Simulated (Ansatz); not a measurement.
```xyz
4

C     0.0000    0.0000   -0.6526
C     0.0000    0.0000    0.6526
H     0.0000    0.0000   -1.8136
H     0.0000    0.0000    1.8136
```

Basis set: def2-TZVP (spherical functions). Left uncorrelated: 2 orbitals. Charge 0, multiplicity 1.

Computed with Ansatz (development build ahead of 0.2.0); each method stands on the lowest determinant of its kind that the runs found. Restricted open shells among the atoms or ions are ROHF, correlated in semicanonical orbitals with singles.

Give the atomization energy at this shape (free ground-state atoms in the same class of orbitals less the molecule, no zero-point energy) of singlet C₂H₂ by RHF-MP2, RHF.

```tsv
method	atomization energy
RHF-MP2	385.55 kcal/mol
RHF	272.77 kcal/mol
```

Caution: the shape is not the minimum.
